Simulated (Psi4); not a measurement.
C4H12Ge, singlet, at a GFN2-xTB geometry, with bond 17-5 at 2.0 times its length; BLYP/STO-3G (Psi4 1.11).

Psi4 was given this input:
```
memory 2 GB

molecule mol {
0 1
Ge    0.460677    1.062048    0.126699
C    -0.332507   -0.766563   -0.091449
C    -0.545268   -1.389123    1.284141
C     0.620927   -1.633645   -0.906448
C    -1.669228   -0.651054   -0.815967
H     1.773257    1.020525    0.849179
H     0.711167    1.724971   -1.194041
H    -0.437867    1.972646    0.907722
H    -0.977306   -2.385741    1.192862
H     0.401232   -1.474877    1.817090
H    -1.220683   -0.777718    1.881853
H     1.583993   -1.721540   -0.404413
H     0.786838   -1.199652   -1.892032
H     0.212155   -2.635450   -1.038846
H    -1.535079   -0.202146   -1.799709
H    -2.361309   -0.030261   -0.247731
H    -2.574012   -2.616920   -1.079946
}

set {
  basis sto-3g
  reference rks
  damping_percentage 20
}

energy('blyp')
print_variables()
```

Problem. Predict the main parts of the log of this Psi4 run.

Solution. 
```
   => Loading Basis Set <=

    Name: STO-3G
    Role: ORBITAL
    Keyword: BASIS

         ---------------------------------------------------------
                                   SCF
               by Justin Turney, Rob Parrish, Andy Simmonett
                          and Daniel G. A. Smith
                              RKS Reference
         ---------------------------------------------------------

  ==> Geometry <==

    Molecular point group: c1
    Full point group: C1

    Geometry (in Angstrom), charge = 0, multiplicity = 1:

       Center              X                  Y                   Z               Mass
    ------------   -----------------  -----------------  -----------------  -----------------
         GE           0.406393586065     0.936450912437     0.111826318491    73.921177761000
         C           -0.386790413935    -0.892160087563    -0.106321681509    12.000000000000
         C           -0.599551413935    -1.514720087563     1.269268318491    12.000000000000
         C            0.566643586065    -1.759242087563    -0.921320681509    12.000000000000
         C           -1.723511413935    -0.776651087563    -0.830839681509    12.000000000000
         H            1.718973586065     0.894927912437     0.834306318491     1.007825032230
         H            0.656883586065     1.599373912437    -1.208913681509     1.007825032230
         H           -0.492150413935     1.847048912437     0.892849318491     1.007825032230
         H           -1.031589413935    -2.511338087563     1.177989318491     1.007825032230
         H            0.346948586065    -1.600474087563     1.802217318491     1.007825032230
         H           -1.274966413935    -0.903315087563     1.866980318491     1.007825032230
         H            1.529709586065    -1.847137087563    -0.419285681509     1.007825032230
         H            0.732554586065    -1.325249087563    -1.906904681509     1.007825032230
         H            0.157871586065    -2.761047087563    -1.053718681509     1.007825032230
         H           -1.589362413935    -0.327743087563    -1.814581681509     1.007825032230
         H           -2.415592413935    -0.155858087563    -0.262603681509     1.007825032230
         H           -2.628295413935    -2.742517087563    -1.094818681509     1.007825032230

  Running in c1 symmetry.

  Rotational constants: A =      0.14631  B =      0.06289  C =      0.06288 [cm^-1]
  Rotational constants: A =   4386.13309  B =   1885.52127  C =   1885.08006 [MHz]
  Nuclear repulsion =  374.575845448232371

  Charge       = 0
  Multiplicity = 1
  Electrons    = 68
  Nalpha       = 34
  Nbeta        = 34

  ==> Algorithm <==

  SCF Algorithm Type is DF.
  DIIS enabled.
  MOM disabled.
  Fractional occupation disabled.
  Guess Type is SAD.
  Energy threshold   = 1.00e-06
  Density threshold  = 1.00e-06
  Integral threshold = 1.00e-12

  ==> Primary Basis <==

  Basis Set: STO-3G
    Blend: STO-3G
    Number of shells: 32
    Number of basis functions: 50
    Number of Cartesian functions: 51
    Spherical Harmonics?: true
    Max angular momentum: 2

  ==> DFT Potential <==

   => LibXC <=

    Version 7.1.2
    S. Lehtola, C. Steigemann, M. J. T. Oliveira, and M. A. L. Marques,  SoftwareX 7, 1–5 (2018) (10.1016/j.softx.2017.11.002)

   => Composite Functional: BLYP <=

    BLYP GGA Exchange-Correlation Functional

    P.J. Stephens et. al., J. Phys. Chem., 98, 11623-11627, 1994
    B. Miehlich et. al., Chem. Phys. Lett., 157(3), 200-206 1989

    Deriv               =              1
    GGA                 =           TRUE
    Meta                =          FALSE

    Exchange Hybrid     =          FALSE
    MP2 Hybrid          =          FALSE

   => Exchange Functionals <=

    1.0000     XC_GGA_X_B88

   => Correlation Functionals <=

    1.0000     XC_GGA_C_LYP

   => LibXC Density Thresholds  <==

    XC_GGA_C_LYP:  1.00E-14
    XC_GGA_X_B88:  1.00E-15

   => Molecular Quadrature <=

    Radial Scheme          =       TREUTLER
    Pruning Scheme         =           NONE
    Nuclear Scheme         =       TREUTLER

    Blocking Scheme        =         OCTREE
    BS radius alpha        =              1
    Pruning alpha          =              1
    Radial Points          =             75
    Spherical Points       =            302
    Total Points           =         358270
    Total Blocks           =           2679
    Max Points             =            256
    Max Functions          =             47
    Weights Tolerance      =       1.00E-15

   => Loading Basis Set <=

    Name: (STO-3G AUX)
    Role: JKFIT
    Keyword: DF_BASIS_SCF

  ==> Integral Setup <==

  SCF_SUBTYPE=INCORE selected. In-core MEM_DF algorithm will be used.
  Using in-core AOs.

  ==> MemDFJK: Density-Fitted J/K Matrices <==

    J tasked:                   Yes
    K tasked:                    No
    wK tasked:                   No
    Algorithm:                 Core
    Schwarz Cutoff:           1E-12
    Mask sparsity (%):       4.0000
    Fitting Condition:        1E-10

   => Auxiliary Basis Set <=

  Basis Set: (STO-3G AUX)
    Blend: DEF2-UNIVERSAL-JKFIT
    Number of shells: 232
    Number of basis functions: 782
    Number of Cartesian functions: 967
    Spherical Harmonics?: true
    Max angular momentum: 5

  Minimum eigenvalue in the overlap matrix is 2.0480283919E-01.
  Reciprocal condition number of the overlap matrix is 7.9499311779E-02.
    Using symmetric orthogonalization.

  ==> Pre-Iterations <==

  SCF Guess: Superposition of Atomic Densities via on-the-fly atomic UHF (no occupation information).

   -------------------------
    Irrep   Nso     Nmo
   -------------------------
     A         50      50
   -------------------------
    Total      50      50
   -------------------------

  ==> Iterations <==

                           Total Energy        Delta E     RMS |[F,P]|

   @DF-RKS iter SAD: -2206.42486658625785   -2.20642e+03   0.00000e+00
   @DF-RKS iter   1: -2209.96035392257636   -3.53549e+00   1.42653e-02 ADIIS/DIIS
   @DF-RKS iter   2: -2145.90274344814179    6.40576e+01   1.29048e-01 ADIIS/DAMP=20%

Traceback (most recent call last):
  File "psi4", line 375, in <module>
  File "<string>", line 39, in <module>
  File "site-packages/psi4/driver/driver.py", line 533, in energy
  File "site-packages/psi4/driver/procrouting/proc.py", line 2760, in run_scf
  File "site-packages/psi4/driver/procrouting/proc.py", line 2047, in scf_helper
  File "site-packages/psi4/driver/procrouting/scf_proc/scf_iterator.py", line 86, in scf_compute_energy
  File "site-packages/psi4/driver/procrouting/scf_proc/scf_iterator.py", line 501, in scf_iterate
  File "site-packages/psi4/driver/procrouting/scf_proc/subclass_methods.py", line 118, in _RHF_diis
  File "site-packages/psi4/driver/procrouting/diis.py", line 409, in extrapolate
  File "site-packages/psi4/driver/procrouting/diis.py", line 290, in adiis_coefficients

Exception: ADIIS minimization failed. File a bug, and include your entire input and output files.

Printing out the relevant lines from the Psithon --> Python processed input file:
    ""","mol")
    core.IO.set_default_namespace("mol")
    core.set_global_option("BASIS", "sto-3g")
    core.set_global_option("REFERENCE", "rks")
    core.set_global_option("DAMPING_PERCENTAGE", 20)
--> energy('blyp')
    print_variables()

!----------------------------------------------------------------------------------!
!                                                                                  !
!  ADIIS minimization failed. File a bug, and include your entire input and output !
!     files.                                                                       !
!                                                                                  !
!----------------------------------------------------------------------------------!
```

The program stopped with an error.
